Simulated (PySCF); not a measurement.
C₅H₃O₂S (charge -1).
SMILES: `O=C([O-])c1cccs1`

All values: wB97X-D/def2-SVPD (PySCF, non-relativistic), on one gas-phase PBE0-D3(BJ)/def2-SVP geometry that isn't relaxed in the solvent. The solvent is an IEF-PCM continuum (Bondi radii, 1.10 Å for H, scaled by 1.2), and excitations are vertical TDDFT with non-equilibrium linear response and a frozen core. Only the electrostatic response of the medium enters.

```json
{"run": "gas", "E − E(gas) (kcal/mol)": "0.00", "HOMO (eV)": "-4.10", "HOMO–LUMO gap (eV)": "8.84", "lowest singlet (eV)": "4.48", "static polarisability (au)": "89.8"}
{"run": "P", "E − E(gas) (kcal/mol)": "-61.52", "HOMO (eV)": "-8.46", "HOMO–LUMO gap (eV)": "9.44", "lowest singlet (eV)": "5.25", "static polarisability (au)": "123.9"}
{"run": "Q", "E − E(gas) (kcal/mol)": "-33.42", "HOMO (eV)": "-6.79", "HOMO–LUMO gap (eV)": "9.37", "lowest singlet (eV)": "4.88", "static polarisability (au)": "102.9"}
```

Problem. The runs were made in acetonitrile and benzene. Which run belongs to which solvent?

Solution. P = acetonitrile, Q = benzene. The dielectric constants are 2.271 (benzene), 35.69 (acetonitrile), and the energy falls further as ε rises. The optical constants n² used for the excitations are 2.25, 1.81 in the same order. In this model the ground state sees the solvent through ε alone.

Problem. How constant is the ratio of the lowering to 1 − 1/ε?

Solution. 
```csv
solvent,1 − 1/ε,E − E(gas) (kcal/mol),ratio (kcal/mol),polarisation term (kcal/mol)
benzene,0.560,-33.42,-59.7,-34.44
acetonitrile,0.972,-61.52,-63.3,-66.53
```

The ratio changes by +6.0 % in size from benzene to acetonitrile. The polarisation term is half the interaction of the solute with the induced surface charges.

On x86-64 server, one thread, no GPU, on a shared host, this took 56 s wall. This is the whole response run at wB97X-D/def2-SVPD in acetonitrile, SCF included.

Shape of the structure used: `[O:1]=[C:2]([O-:3])[c:4]1[cH:5][cH:6][cH:7][s:8]1`: O1–C2–C4–C5 0°.

wB97X-D is run here without its empirical dispersion term; that term would change no orbital, density or response property at a fixed geometry.
